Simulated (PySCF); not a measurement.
**Checking a proposed structure**

A compound C₇H₁₂O₃ gives the data below (simulated from a calculation) and was assigned the structure `CO[C@H]1C[C@](C)(C(=O)O)C1`.

$^{13}$C{$^{1}$H} NMR (computed): δ 179.1 (C), 80.5 (CH), 59.0 (CH3), 49.1 (CH), 22.3 (CH3), 7.1 (CH2), 7.1 (CH2).

$^{1}$H NMR (400 MHz, computed): δ 5.30 (m, 1H), 3.69 (q, 1H), 3.62 (s, 3H), 1.41 (d, 3H), 0.79 (m, 1H), 0.78 (m, 1H), 0.65 (m, 1H), 0.63 (m, 1H).

PySCF 2.14.0 with density-fitted response routines calculation with NMR shieldings at PBE0/pcSseg-1/GIAO and geometry: GFN2-xTB; relativity neglected, rapidly exchanging positions averaged, one computed conformer, in vacuum.

δ = σ(ref) − σ, references computed at the same level: $^{1}$H and $^{13}$C vs TMS.

Question: Compare with the shifts computed for the proposed structure, pairing carbons in order of shift.

Answer: Atoms are numbered as in `[CH3:1][O:2][C@H:3]1[CH2:4][C@:5]([CH3:6])([C:7](=[O:8])[OH:9])[CH2:10]1`. Hydrogens are named by the atom that carries them.

```json
{"atom": "C7", "computed for proposal": "183.2", "given list": "179.1", "difference": "+4.1"}
{"atom": "C3", "computed for proposal": "71.6", "given list": "80.5", "difference": "-8.9"}
{"atom": "C1", "computed for proposal": "57.4", "given list": "59.0", "difference": "-1.6"}
{"atom": "C4", "computed for proposal": "41.4", "given list": "49.1", "difference": "-7.7"}
{"atom": "C10", "computed for proposal": "41.4", "given list": "22.3", "difference": "+19.1"}
{"atom": "C5", "computed for proposal": "36.9", "given list": "7.1", "difference": "+29.8"}
{"atom": "C6", "computed for proposal": "27.9", "given list": "7.1", "difference": "+20.8"}
```

The rms difference is 16.2 ppm and the largest +29.8 ppm at C5 (quaternary sp3 carbon α to a carbonyl). The proposal also would give 6 carbon signals, not 7. The carbon types in order of shift don't match either: C, CH, CH3, CH2, CH2, C, CH3 for the proposal against C, CH, CH3, CH, CH3, CH2, CH2 in the data. The proposal doesn't fit.

Question: Which isomer fits?

Answer: SMILES CO[C@@H](C)C(=O)OC1CC1.

1. Carbon types of the structure: 1 × C, 2 × CH, 2 × CH2, 2 × CH3, which accounts for all hydrogens.
2. δC 179.1: ester carbonyl carbon; it is a carbonyl in resonance with an O or N lone pair, the region of acids, esters and amides.
3. δC 80.5: sp3 CH bonded to O, α to a carbonyl; deshielded by the electronegative neighbour.
4. δH 5.30, 0.79, 0.78, 0.65, 0.63: hydrogen on a three-membered-ring carbon.
5. δH 3.62: hydrogen on a methyl carbon bonded to O; its carbon carries O, which withdraws density.

This is the structure that produced the data.

Shifts are as computed. Against solution values, carbons near 30 ppm lie about +3 ppm off and those near 130 ppm about +5 ppm. Of 1211 compounds with measured shifts, 218 miss one by over three times the rms of a fit or turn the order of signals round; such compounds aren't used in these exercises. No couplings were computed; multiplicities are counted from neighbouring protons, with m where these are inequivalent, close in shift, in a saturated or five-membered ring or joined by F or P, and br s for small geminal =CH2 splittings.
